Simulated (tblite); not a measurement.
A tight-binding relaxation on `CC1=C[C@@H]1[Si@H](BF)C[SiH3]`.

Computed with GFN2-xTB geometry optimisation, gas phase (tblite 0.8.0). Start geometry: from a force field or distance geometry. The command runs a driver script over a list of jobs; the input below is this job's line of settings and its coordinates in Å.

Command:
```bash
OMP_NUM_THREADS=1 python probes_run.py task.json out
```

Input:
```
{"job": {"kind": "relax", "xc": "GFN2-xTB", "basis": "xTB"}, "charge": 0, "multiplicity": 1}
C     -3.557700     0.296200    -0.367600
C     -2.293300    -0.454600    -0.456700
C     -1.604500    -1.602000    -0.315300
C     -0.822100    -0.409200    -0.758300
Si     0.318500     0.185900     0.609700
B      0.693800     2.059000     0.421000
F      1.024500     2.568900    -0.906500
C      1.806000    -0.895700     0.597300
Si     3.356200    -0.117600    -0.039900
H     -4.397800    -0.343300    -0.018100
H     -3.783800     0.731300    -1.366600
H     -3.430900     1.126700     0.358500
H     -1.611200    -2.644800    -0.068100
H     -0.481800    -0.355500    -1.797700
H     -0.399400    -0.039800     1.882500
H      0.147900     2.844100     1.147000
H      1.990200    -1.242200     1.648500
H      1.597100    -1.817300     0.004300
H      4.045900     0.546400     1.089800
H      3.149600     0.776500    -1.172500
H      4.243500    -1.195900    -0.491700
```

Output:
```
step      E/eV     max force
  0    -711.21305    3.187
  1    -711.60113    2.819
  2    -711.68238    2.550
  3    -711.78548    0.663
  4    -711.82125    0.587
  5    -711.88084    0.562
  6    -711.91138    0.451
  7    -711.93395    0.362
  8    -711.94375    0.313
  9    -711.95275    0.261
... (152 lines left out)
162    -712.07753    0.043
163    -712.07785    0.042
164    -712.07813    0.040
165    -712.07839    0.038
166    -712.07859    0.030
167    -712.07872    0.020
168    -712.07880    0.020
169    -712.07885    0.014
170    -712.07889    0.011
171    -712.07892    0.010
```

«max force» is the largest atomic force in eV/Å.

Problem. From which step on does the largest force stay under 0.1 eV/Å, and how much energy is left to gain from there?

Solution. From step 109 (0.048 eV/Å), 24.6 meV above the end.

Summary of the converged run: energy lowered by 20.0 kcal/mol over 171 steps; largest atomic force 0.010 eV/Å at the end.

Hardware: one thread of an Intel Xeon at 2.50 GHz, no GPU, on a shared host. Cost: 7.3 s wall, 6.2 s CPU.
Labels such as C1 count atoms from 1, the log's own numbers from 0.
